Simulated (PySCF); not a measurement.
A structure optimised at PBE-D3(BJ)/def2-SVP, used in a PySCF frequency run:

```
C
N 1 1.3726
H 2 1.0198 1 114.76
H 2 1.0227 3 116.40 1 147.46
N 1 1.3726 2 115.01 3 170.42
H 5 1.0198 1 114.76 2 170.42
H 5 1.0227 6 116.40 1 147.46
S 1 1.6718 2 122.50 3 -9.58
```

Q: Write its SMILES, formula and point group.

A: NC(N)=S, CH4N2S, C2

Q: What are its rotational constants (standard atomic weights)?

A: 10.382, 5.0632, 3.4158 GHz
